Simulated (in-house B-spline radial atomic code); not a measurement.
Radial electron density of Al⁺, [He] 2s1 2p6 3s2 3p1. Computed with a radial B-spline atomic code at the basis-set limit: non-relativistic r2SCAN, spin-polarised, spherical fractional occupations, point nucleus.

Columns: r (bohr), 4πr²n(r) (electrons per bohr), bar.

```
 0.00464   0.3276 #
 0.00557   0.4609 #
  0.0067   0.6475 ##
 0.00805   0.9026 ###
 0.00968    1.251 ####
  0.0116    1.709 #####
   0.014     2.34 #######
  0.0168    3.133 ##########
  0.0202    4.149 #############
  0.0243    5.401 #################
  0.0292    6.874 #####################
  0.0351    8.536 ##########################
  0.0421    10.27 ################################
  0.0506    11.95 #####################################
  0.0609    13.34 #########################################
  0.0731    14.18 ############################################
  0.0879    14.28 ############################################
   0.106    13.54 ##########################################
   0.127    12.18 ######################################
   0.153    10.53 ################################
   0.183    9.262 #############################
    0.22    8.787 ###########################
   0.265    9.317 #############################
   0.318    10.47 ################################
   0.383    11.52 ###################################
    0.46    11.63 ####################################
   0.553     10.4 ################################
   0.665    8.054 #########################
   0.799    5.357 #################
    0.96    3.146 ##########
    1.15    1.914 ######
    1.39    1.548 #####
    1.67    1.604 #####
       2    1.582 #####
    2.41     1.29 ####
    2.89    0.838 ###
    3.48   0.4146 #
    4.18   0.1549 
    5.02  0.04215 
    6.04  0.00797 
    7.26 0.001032 
    8.72 8.661e-05
```

On this grid the curve has 3 maxima, near 0.0879, 0.46, 1.67 bohr.

The 3s up radial function P(r) = rR(r), positive near the nucleus:

```json
{"r (bohr)": "0.00154", "P": "0.01095"}
{"r (bohr)": "0.00222", "P": "0.01564"}
{"r (bohr)": "0.00321", "P": "0.02233"}
{"r (bohr)": "0.00464", "P": "0.03167"}
{"r (bohr)": "0.0067", "P": "0.04451"}
{"r (bohr)": "0.00968", "P": "0.0618"}
{"r (bohr)": "0.014", "P": "0.08434"}
{"r (bohr)": "0.0202", "P": "0.1118"}
{"r (bohr)": "0.0292", "P": "0.1424"}
{"r (bohr)": "0.0421", "P": "0.1701"}
{"r (bohr)": "0.0609", "P": "0.1831"}
{"r (bohr)": "0.0879", "P": "0.1621"}
{"r (bohr)": "0.127", "P": "0.08547"}
{"r (bohr)": "0.183", "P": "-0.05481"}
{"r (bohr)": "0.265", "P": "-0.2306"}
{"r (bohr)": "0.383", "P": "-0.3432"}
{"r (bohr)": "0.553", "P": "-0.2675"}
{"r (bohr)": "0.799", "P": "0.04403"}
{"r (bohr)": "1.15", "P": "0.4598"}
{"r (bohr)": "1.67", "P": "0.7352"}
{"r (bohr)": "2.41", "P": "0.6534"}
{"r (bohr)": "3.48", "P": "0.336"}
{"r (bohr)": "5.02", "P": "0.08751"}
{"r (bohr)": "7.26", "P": "0.008849"}
```
